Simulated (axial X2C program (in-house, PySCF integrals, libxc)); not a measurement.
## Which functional? An output for CdF

An SCF output computed with an in-house all-electron X2C program for linear molecules (integrals from PySCF) for CdF at 2.008 Å, two-component, state Ω = 1/2, Cd dyall-v2z [9s10p7d2f], F dyall-v2z [5s4p1d] (cores contracted in-house), without its first line:

```
basis functions 110  fitting functions 688  grid points 5080
iter        total energy     max residual
   1      -5691.178713006     1.18e-01
   2      -5691.180493241     5.60e-04
   3      -5691.180494275     2.83e-04
   4      -5691.180495161     2.43e-04
   5      -5691.180495269     9.77e-05
   6      -5691.180495389     4.47e-05
   7      -5691.180495399     1.73e-05
   8      -5691.180495402     4.82e-06
converged
one-electron -8067.75769484  Coulomb 2431.79165629  exact exchange -40.84177221  xc functional -125.16762576  nuclear repulsion 113.84689000  atomic mean-field constant -3.05194888
```

Problem. Which level of theory produced it?
A. PBE0
B. LDA
C. TPSSh
D. HF

Solution. A. The exact-exchange term against the functional term shows a share of 0.25 of exact exchange.
